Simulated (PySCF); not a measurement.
**A ladder of Hamiltonians for Cl¹⁵⁺ (chlorine, charge +15)**

Occupied: 1s1/2. Hartree-Fock calculated with PySCF 2.14 in an uncontracted even-tempered set (16 s from 0.94 bohr⁻², ratio 2.7; 10 p from 1.1 bohr⁻², ratio 2.7), Gaussian nucleus throughout. NR is non-relativistic, sf-X2C the spin-free one-electron X2C Hamiltonian, X2C adds the bare one-electron spin-orbit term, X2C-SNSO screens it by Boettger's factors, DC is four-component Dirac-Coulomb, and the Gaunt and Breit terms are added at first order (total energies over the DC spinors, levels after relaxing the spinors in that mean field). QED terms are absent. Levels marked empty are virtual spinors of this ion.

| level (eV) | NR | sf-X2C | X2C | X2C-SNSO |
| --- | --- | --- | --- | --- |
| 1s1/2 | -3647.4 | -3660.3 | -3660.3 | -3660.3 |
| 2s1/2 (empty) | -805.61 | -809.15 | -809.15 | -809.15 |
| 2p1/2 (empty) | -776.13 | -777.50 | -779.42 | -779.31 |
| 2p3/2 (empty) | -776.13 | -777.50 | -776.56 | -776.61 |
| 3s1/2 (empty) | -350.43 | -351.65 | -351.65 | -351.65 |

Q: Where do the four-component calculations put these levels?

A: 1s1/2: DC -3661.1, DC+Gaunt -3659.4, DC+Breit -3659.4; 2s1/2 (empty): DC -809.22, DC+Gaunt -809.06, DC+Breit -809.08; 2p1/2 (empty): DC -779.25, DC+Gaunt -778.94, DC+Breit -778.99; 2p3/2 (empty): DC -776.67, DC+Gaunt -776.50, DC+Breit -776.55; 3s1/2 (empty): DC -351.67, DC+Gaunt -351.62, DC+Breit -351.63 (eV).

| Hamiltonian | E (hartree) | E − E(DC) (hartree) | CPU seconds |
| --- | --- | --- | --- |
| NR | -278.4840 | 1.0611 | 0.11 |
| sf-X2C | -279.5143 | 0.0308 | 0.06 |
| X2C | -279.5143 | 0.0308 | 0.06 |
| X2C-SNSO | -279.5143 | 0.0308 | 0.06 |
| DC | -279.5451 | 0.0000 | 1.1 |
| DC+Gaunt | -279.4830 | 0.0621 | 2.1 |
| DC+Breit | -279.4830 | 0.0621 | 18 |

Weight of the small component: 1s1/2 0.00372, 2s1/2 0.000800, 2p1/2 0.000786, 2p3/2 0.000783, 3s1/2 0.000346.

Koopmans' value for the highest occupied level at DC+Breit: 3659.4 eV, against an ionisation energy of 3658.3 eV (theoretical estimate listed by NIST; NIST Atomic Spectra Database, ionization energies); the former lacks relaxation, correlation, QED and recoil.

The whole ladder took 22 s of wall time on 1 thread of Intel(R) Xeon(R) Platinum 8488C (shared host), launched as `OMP_NUM_THREADS=1 python relrun2.py TASK.json OUT` (a driver that calls PySCF for each Hamiltonian).

Dirac-Coulomb iterations, started from the X2C spinors:

```
with_ssss True, with_gaunt False, with_breit False
light speed = 137.03599967994
init E= -279.456650888731
cycle= 1 E= -279.545135813933  delta_E= -0.0885  |g|= 0.0428  |ddm|= 0.00516
cycle= 2 E= -279.545136445643  delta_E= -6.32e-07  |g|= 0.000175  |ddm|= 6.4e-05
cycle= 3 E= -279.545136445686  delta_E= -4.28e-11  |g|= 1.48e-06  |ddm|= 1.51e-06
```
